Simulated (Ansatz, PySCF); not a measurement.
Molecule: C$_{3}$H$_{8}$O$_{2}$Si, charge 0, multiplicity 1. SMILES: O=CO[SiH](C)C
Geometry: optimised at B3LYP-D3(BJ)/def2-TZVP (Ansatz, a program for electronic structure).

Harmonic wavenumbers (cm⁻¹) at B3LYP/6-31G* (Ansatz, at its own minimum) and at B3LYP-D3(BJ)/def2-TZVP (PySCF, at the structure above). 6-31G* holds six Cartesian d functions. Modes are numbered in rising order, 36 in all, and paired by that order; shown are modes over 250 cm⁻¹ that lie over 6 % from every other mode at both levels, one of each degenerate set, at most eight drawn at random. The second level is harmonic too, so this factor is not the one that brings values to measured fundamentals.

```csv
mode,B3LYP/6-31G* (x),B3LYP-D3(BJ)/def2-TZVP (y)
7,259,266
8,311,310
19,1051,1054
29,2259,2238
```

Problem. Fit one scale factor, y = λ·x, by least squares, and use it for mode 28, which lies at 1805 cm⁻¹ at B3LYP/6-31G*.

Solution. λ = Σxy/Σx² = 6328700/6371484 = 0.9933; the rows scatter about it by 7 cm⁻¹ (root mean square). Prediction for mode 28: 1793 cm⁻¹. The wavenumber at B3LYP-D3(BJ)/def2-TZVP is 1769 cm⁻¹, so the fit misses by +24 cm⁻¹, against +36 cm⁻¹ without it. The fit is meant for this molecule alone.
